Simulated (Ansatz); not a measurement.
Compare A (`C=C1CBO1`) with its isomer B (`O=C1CBC1`).

Program: Ansatz. Geometries: PBE0-D4/def2-TZVP. ΔE: electronic, gas phase. CCSD(T)/CBS is the MP2 limit (def2-TZVPP, def2-QZVPP) plus CCSD(T) − MP2 in def2-TZVPP, frozen cores. DFT in def2-TZVPP. B3LYP here is the variant with VWN-RPA as its local correlation; programs differ in this.

(1) Which is lower in electronic energy at CCSD(T)/CBS, and by how much? (Estimate.)

(2) Give E(B) − E(A) in kcal/mol with BLYP-D4, HF/def2-TZVPP, B3LYP-D4, PBE0-D4, CCSD/def2-TZVPP, B3LYP, ωB97M-V. (An estimate is asked.)

(3) Does the order hold for the free energy at 298.15 K (harmonic terms from PBE0-D4)? (Best estimate.)

Largest T1 diagnostic: 0.014.

Answers

(1) Computed: A, by 23.4 kcal/mol.

(2) The calculation gave: BLYP-D4 22.5, HF/def2-TZVPP 21.7, B3LYP-D4 22.7, PBE0-D4 20.8, CCSD/def2-TZVPP 23.1, B3LYP 22.8, ωB97M-V 22.2. None reverses the order clearly.

(3) Computed: Yes: G(B) − G(A) = +21.6 kcal/mol.

Leaving LDA and LC-ωPBE aside and taking each functional with its dispersion term where it has one, the values, not all of them listed here, spread over 3.6 kcal/mol, from revPBE-D4 to CAM-B3LYP-D4. LDA lies +2.3 kcal/mol from PBE without D4. In def2-TZVPP, CCSD(T) changes the Hartree–Fock value by +1.6 kcal/mol (the triples alone add +0.2 kcal/mol) and MP2 by +1.1 kcal/mol.
